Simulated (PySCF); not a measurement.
## Ca₂S₂, singlet: molecular constants

Method: PBE0 in PySCF with Ca def2-TZVP, S def2-TZVP; no relativity; density-fitted integrals.

The structure is a minimum.

Coordinates in bohr (charge 0 multiplicity 1):
```
Ca    3.0984    0.0000    0.0000
Ca   -3.0984    0.0000    0.0000
S     0.0000    3.6330    0.0000
S     0.0000   -3.6330    0.0000
```

```json
{
 "Point group": "D2h",
 "Bond lengths": "Ca–S 2.527 Å (×4)",
 "Bond angles": "Ca–S–Ca 80.9° (×2), S–Ca–S 99.1° (×2)",
 "Principal polarisabilities": "84.7, 121.3, 123.6 bohr³",
 "Rotational constants": "0.07846, 0.07133, 0.03736 cm⁻¹",
 "Entropy at 298.15 K and 1 bar": "320.9 J/(mol K)",
 "Enthalpy at 298.15 K above 0 K": "17.16 kJ/mol",
 "Principal quadrupole moments (Buckingham, traceless) about the centre of mass": "-51.86, -2.01, 53.87 D Å",
 "Heat capacity Cp at 298.15 K": "75.7 J/(mol K)",
 "Zero-point energy": "10.0 kJ/mol",
 "Lowest empty level": "-1.62 eV",
 "Highest occupied level": "-5.33 eV",
 "Dipole moment": "0.00 D",
 "Atomisation energy without zero-point energy": "1150 kJ/mol",
 "Rotational symmetry number": "4"
}
```

Harmonic modes (masses in u: Ca 39.963, S 31.972):
```json
{"symmetry": "b3u", "ω (cm⁻¹)": "116", "IR (km/mol)": "81.5"}
{"symmetry": "ag", "ω (cm⁻¹)": "196", "IR (km/mol)": "0.0"}
{"symmetry": "b3g", "ω (cm⁻¹)": "287", "IR (km/mol)": "0.0"}
{"symmetry": "b1u", "ω (cm⁻¹)": "346", "IR (km/mol)": "141"}
{"symmetry": "ag", "ω (cm⁻¹)": "366", "IR (km/mol)": "0.0"}
{"symmetry": "b2u", "ω (cm⁻¹)": "369", "IR (km/mol)": "186"}
```

In D2h the vibrations span b3u + 2ag + b3g + b1u + b2u. The ag, b3g modes carry no infrared intensity, as symmetry demands. With a centre of inversion only u modes can be infrared active and only g modes Raman active.

Charges (e):
| atom | Mulliken | Löwdin | polar tensor | Mayer order to Ca1 |
| --- | --- | --- | --- | --- |
| Ca1 | 0.95 | 0.27 | 1.10 | – |
| Ca2 | 0.95 | 0.27 | 1.10 | 0.12 |
| S3,4 | -0.95 | -0.27 | -1.10 | 0.89 |
Other Mayer orders above 0.3: Ca–S 0.89 (×2).

Mulliken populations on Ca1: s 6.27, p 12.22, d 0.57.

Outer orbital energies (eV). occupied: -16.00, -15.86, -6.25, -6.18, -5.69, -5.64, -5.47, -5.33; empty: -1.62, -1.30, -0.05, -0.01.

Only a few start shapes were tried, so a lower isomer may exist.

The final relaxation and frequency run took 68 s on 2 threads of a shared Arm Neoverse V1 host, with 146 basis functions and 13 gradients. Launch command: `OMP_NUM_THREADS=2 python axn.py task.json out`.
